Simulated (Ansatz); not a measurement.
A run for Ansatz (an electronic-structure program): R-wB97M-V/def2-TZVPP on CH5AlS (SMILES C[S][AlH2]), a point of a torsion scan.

Ansatz 0.2 input:
```yaml
crystal:
  periodic: [false, false, false]
  atoms:
    - {symbol: C, position_ang: [1.34008461, 0.17438951, 0.08513883]}
    - {symbol: S, position_ang: [0.24684499, -1.17905958, 0.68891256]}
    - {symbol: Al, position_ang: [-1.64668281, -0.31704723, -0.00524285]}
    - {symbol: H, position_ang: [2.05105814, -0.25660974, -0.61224928]}
    - {symbol: H, position_ang: [1.86446900, 0.58694754, 0.94072105]}
    - {symbol: H, position_ang: [0.75241353, 0.95298290, -0.40838107]}
    - {symbol: H, position_ang: [-1.59164095, 1.04348035, -0.73696093]}
    - {symbol: H, position_ang: [-3.01043246, -0.99376148, 0.19882863]}
basis:
  gaussian:
    orbitals: def2-TZVPP
hamiltonian:
  xc: {name: wB97M-V}
scf: {lower_state_search: off}
```

It printed:

```
WARN ansatz: RAYON_NUM_THREADS=1 ignored (pool sized by the plan → 1); use --threads N
Functional definition: wB97M-V
these checks for a lower state are left out or cut short: stability, starts, cluster_reference, orbital_swaps, neighbouring_geometries, increment
integrals: 0.13 GiB planned
1038 factors; their error is unknown
integrals: 0.16 GiB planned
252 factors; integrals over basis functions are off by at most 1.1e-5 eV
mean field: 1.03 GiB planned
mean field evaluation 1: about -18548.5834 eV, gradient 2.8e1 eV
mean field evaluation 2: about -18549.4863 eV, gradient 2.1e1 eV
mean field evaluation 4: about -18550.4735 eV, gradient 7.4e-1 eV
mean field evaluation 8: about -18550.4826 eV, gradient 3.2e-1 eV
mean field evaluation 16: about -18550.4827 eV, gradient 3.4e-5 eV
mean field -18550.48272663 eV, -681.7176662349 hartree, gradient 2.3e-6 eV, S^2 0.000000; 0 other end points of the search recorded, 0 dependent functions left out
reference -18550.48277734 eV, -681.7176680983 hartree; 20, 20 occupied and 165, 165 virtual orbitals, 1038 factors
Total energy: -18550.48277734 eV, -681.7176680983 hartree
Checks for a lower state left out: stability, starts, cluster_reference, orbital_swaps, neighbouring_geometries, increment
```

The calculation finished and met its thresholds.

Cost: very roughly 7 core-seconds.
